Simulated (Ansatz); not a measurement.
Species: CH11N3Si2 (charge 0, singlet). SMILES: N[Si](N)(N)[SiH2]C
Coordinates optimised at B3LYP-D3(BJ)/def2-TZVP (Ansatz, a quantum-chemistry and plane-wave program):
```xyz
17

C      2.0275    -0.7213     1.6490
Si     1.6121     0.1763     0.0427
Si    -0.7076     0.1105    -0.3321
N     -1.3641     1.1407     0.8889
N     -0.9631     0.4035    -2.0105
N     -1.5277    -1.3796    -0.0508
H      3.0982    -0.6990     1.8579
H      1.5039    -0.2585     2.4874
H      1.7131    -1.7653     1.5937
H      2.0938     1.5856     0.1383
H      2.3615    -0.4473    -1.0825
H     -0.9299     2.0267     1.0951
H     -2.3611     1.1781     1.0450
H     -0.3451     1.0029    -2.5331
H     -1.8908     0.3918    -2.4081
H     -1.4437    -2.1299    -0.7176
H     -1.6445    -1.7241     0.8886
```

Parts of the frozen-core correlation energy in 6-31G (Ansatz, hartree). Frozen orbitals: 14; correlated occupied orbitals by spin: 19 and 19; virtual: 51 and 51. No spin-orbit coupling. Non-relativistic.

| term | value |
|---|---|
| reference (HF) | -785.37330 |
| MP2 opposite-spin | -0.41142 |
| MP2 same-spin | (withheld) |
| CCSD correlation | (withheld) |
| (T) | (withheld) |
| T1 diagnostic | 0.011 |
| largest doubles amplitude | 0.022 |

What belongs in the gaps?


- MP2 same-spin, value: -0.11492
- CCSD correlation, value: -0.58485
- (T), value: -0.01168
